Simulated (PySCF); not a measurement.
A GIAO shielding run with PySCF 2.14.0 with density-fitted response routines (density fitting, non-relativistic, gas phase) on SMILES C(C)(=O)N[C@@H]1CN[SiH2]C1, C$_{5}$H$_{12}$N$_{2}$OSi:

```
$ OMP_NUM_THREADS=1 python probes_run.py task.json out

{"job": {"kind": "nmr", "xc": "PBE0", "basis": "pcSseg-1"}, "charge": 0, "multiplicity": 1}
C      3.267700    -0.207245    -0.473528
C      2.028039    -0.842913     0.116540
O      2.068882    -1.688947     0.989237
N      0.853320    -0.420252    -0.424949
C     -0.424815    -0.886402     0.069618
C     -1.491901    -0.564769    -0.975848
N     -1.670007     0.878169    -0.914014
Si    -1.482594     1.492311     0.713803
C     -0.823963    -0.154041     1.367812
H      3.427388    -0.568540    -1.501305
H      3.181954     0.889445    -0.511273
H      4.131962    -0.487288     0.139434
H      0.838326     0.367075    -1.062699
H     -0.338683    -1.969028     0.246636
H     -1.149445    -0.887545    -1.974151
H     -2.412297    -1.138570    -0.745370
H     -2.249345     1.289399    -1.634317
H     -2.753107     1.932805     1.377047
H     -0.535498     2.650340     0.778411
H      0.022871    -0.110290     2.066308
H     -1.639713    -0.697319     1.873743
```

Hardware: 1 thread of an AMD EPYC, shared host. The job also computes population analyses, field gradients, ring-centre shieldings.

**Question.** How large is the calculation?

**Answer.** 78 electrons, 220 basis functions and 1153 auxiliary functions.

**Question.** How long does it take, and how much memory does it need?

**Answer.** 2.2 min of wall time, with 14 SCF cycles and 5 response iterations; peak memory 1 GiB. Times on a shared host scatter by some tens of per cent.

**Question.** And these other runs on the same molecule and hardware: GIAO shielding at PBE/pcSseg-1?

**Answer.** PBE/pcSseg-1: 220 functions, 2.9 min.
